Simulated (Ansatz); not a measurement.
Two isomers of AlB2H7OSi: A = `B[SiH2][B](O)[AlH2]`, B = `BOB[SiH2][AlH2]`.

Gas-phase electronic energies from Ansatz, PBE0-D4/def2-TZVP geometries. CCSD(T)/CBS adds triple-zeta CCSD(T) − MP2 to the extrapolated MP2 energy (def2 sets, frozen cores). DFT in def2-TZVPP. B3LYP here is the variant with VWN-RPA as its local correlation; programs differ in this. Each species was taken in one conformer, which may not be the lowest.

Task: Which is lower in electronic energy at CCSD(T)/CBS, and by how much? (An estimate is asked.)

Result: Ansatz gave: B, by 44.3 kcal/mol.

Task: Give E(B) − E(A) in kcal/mol with PBE0-D4, r2SCAN-D4, MP2/def2-TZVPP, CCSD/def2-TZVPP, B2PLYP, ωB97M-V, B3LYP. (An estimate is asked.)

Result: Ansatz gave: PBE0-D4 -41.5, r2SCAN-D4 -41.2, MP2/def2-TZVPP -46.1, CCSD/def2-TZVPP -45.8, B2PLYP -46.7, ωB97M-V -44.3, B3LYP -46.8. None reverses the order clearly.

Largest T1 diagnostic: 0.020.

The D4 term adds +1.2 kcal/mol with B3LYP and +0.6 kcal/mol with PBE0; it sums over pairs of atoms, weighted by their polarisabilities, and B3LYP, whose exchange is more repulsive, gets the larger term. From PBE to PBE0 (25 % exact exchange), in def2-TZVPP and without D4, E(B) − E(A) moves by −2.7 kcal/mol.
